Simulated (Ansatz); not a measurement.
SiClEt3 (C₆H₁₅ClSi), relaxed as a singlet with RKS r2SCAN-D4/def2-SVP in Ansatz, starting from the GFN2-xTB geometry. Force threshold 0.02 eV/Å.

Start:

Cartesian coordinates in Å:
```
Si 0.105 -0.148 -0.173
Cl 0.932 -1.385 -1.571
C -0.400 1.478 -1.045
C -1.440 1.285 -2.145
H 0.487 1.939 -1.483
H -0.786 2.187 -0.312
H -1.659 2.231 -2.637
H -1.078 0.587 -2.895
H -2.368 0.894 -1.734
C 1.417 0.186 1.178
C 2.697 0.824 0.643
H 1.676 -0.753 1.669
H 0.996 0.831 1.951
H 3.421 0.961 1.444
H 3.146 0.194 -0.120
H 2.488 1.796 0.203
C -1.423 -1.030 0.567
C -1.098 -2.371 1.221
H -2.158 -1.198 -0.221
H -1.903 -0.384 1.304
H -2.004 -2.846 1.594
H -0.632 -3.041 0.504
H -0.416 -2.237 2.057
```

```csv
step,energy (eV),largest force component (eV/Å),SCF passes
1,-26853.1450,1.925,18
2,-26853.2849,0.318,19
3,-26853.2965,0.077,20
4,-26853.2971,0.035,20
5,-26853.2973,0.004,20
```

Force components are those of the run's own axes.

End:

```csv
atom,x (Å),y (Å),z (Å)
Si1,0.0858,-0.1254,-0.1440
Cl2,0.9324,-1.4009,-1.5937
C3,-0.4033,1.4584,-1.0311
C4,-1.4389,1.2831,-2.1454
H5,0.5195,1.9120,-1.4362
H6,-0.7710,2.1673,-0.2639
H7,-1.6514,2.2352,-2.6577
H8,-1.0843,0.5674,-2.9042
H9,-2.3963,0.9010,-1.7553
C10,1.4092,0.1779,1.1563
C11,2.6900,0.8364,0.6360
H12,1.6445,-0.7939,1.6271
H13,0.9511,0.7924,1.9556
H14,3.4413,0.9530,1.4336
H15,3.1450,0.2337,-0.1662
H16,2.4939,1.8391,0.2225
C17,-1.4057,-1.0227,0.5664
C18,-1.0960,-2.3637,1.2378
H19,-2.1308,-1.1666,-0.2553
H20,-1.8976,-0.3328,1.2794
H21,-2.0115,-2.8607,1.5968
H22,-0.5968,-3.0498,0.5352
H23,-0.4289,-2.2402,2.1064
```

By distances, no bond broke or formed. The bond that changes most is Si1–Cl2, from 2.04 to 2.11 Å (atoms count from 1).

No frequencies were taken in this run, so the end may be a saddle point.

Run time 41 s (4 threads of Intel Xeon on a shared host).
